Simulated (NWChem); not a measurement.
System: CH$_{3}$ClOSi, singlet; SMILES CO[Si]Cl

Here is an NWChem input.

```
start job
memory heap 200 mb stack 900 mb global 1100 mb
geometry units angstroms noautosym nocenter noautoz
  Si     1.127177     0.120320    -0.000310
  Cl    -0.487722     1.505819     0.000044
  O      0.339752    -1.326480     0.000232
  C     -0.991694    -1.776848     0.001232
  H     -1.702758    -0.935626    -0.002419
  H     -1.164630    -2.401805    -0.888614
  H     -1.165841    -2.394815     0.895683
end
basis spherical
  Si library pcsseg-1
  Cl library pcsseg-1
  O library pcsseg-1
  C library pcsseg-1
  H library pcsseg-1
end
dft
  xc slater vwn_5
  iterations 150
end
property
  shielding 6 1 2 3 4 5 6
  efieldgrad
end
task dft property
```

Low-valent species are run as closed-shell singlets; no triplet was tried in these runs. All runs use the structure optimised with PBE0/def2-SVP.

GIAO values for the isolated, static molecule; σ is the absolute isotropic shielding, δ = σ(reference) − σ with the isolated reference molecule computed at the same levels (13C: tetramethylsilane, 1H: tetramethylsilane, 17O: water, 29Si: tetramethylsilane).

Atoms are numbered as in the input.

**Question.** Give the results of this calculation. (LDA (Slater exchange, VWN5)/pcSseg-1, GIAO.) Quantities: δ Si1 (ppm); σ Cl2 (ppm); δ O3 (ppm); δ C4 (ppm); δ H5 (rotor mean) (ppm).

**Answer.** 
```
Item                     Result
-----------------------  ------
δ Si1 (ppm)               128.3
σ Cl2 (ppm)               498.9
δ O3 (ppm)                240.1
δ C4 (ppm)                 55.2
δ H5 (rotor mean) (ppm)    4.40
```
